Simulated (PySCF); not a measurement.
(3Z)-hexa-1,3-dien-5-yne (C6H6), SMILES C#C/C=C\C=C. Heavy atoms are numbered as in [CH:1]#[C:2]/[CH:3]=[CH:4]\[CH:5]=[CH2:6]. Hydrogens are named by the atom that carries them.

Geometry optimised at B3LYP-D3(BJ)/def2-SVP. One conformer was computed; it need not be the lowest.

All values below come from PBE/pcSseg-1 (PySCF).

GIAO shieldings, no solvent; atoms alike by connectivity are averaged. δ = σ(ref) − σ: ¹³C against TMS (σ = 182.0 ppm); ¹H against TMS (σ = 31.49 ppm), references at their B3LYP-D3(BJ)/def2-TZVP geometries, non-relativistic.

```tsv
nucleus	atoms	count	δ (ppm)
¹³C	C4 (CH)	1	152.8
¹³C	C5 (CH)	1	144.1
¹³C	C6 (CH2)	1	129.0
¹³C	C3 (CH)	1	116.6
¹³C	C1 (CH)	1	95.9
¹³C	C2	1	87.9
¹H	H on C5	1	7.46
¹H	H on C4	1	6.67
¹H	H on C6	2	5.85
¹H	H on C3	1	5.81
¹H	H on C1	1	3.74
```
